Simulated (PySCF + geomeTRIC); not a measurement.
Species: [Ti(Cl)4] (charge 0, multiplicity 1).

### Question
Give a relaxed geometry from TPSS-D3(BJ)/def2-SVP (PySCF + geomeTRIC).

### Answer
the end point of this relaxation.
Cartesian coordinates (Å) in one orientation:
```xyz
5

Ti    -0.055    -0.029     0.013
Cl    -1.627     0.360    -1.435
Cl     0.237     1.732     1.252
Cl     1.793    -0.497    -1.031
Cl    -0.627    -1.709     1.268
```
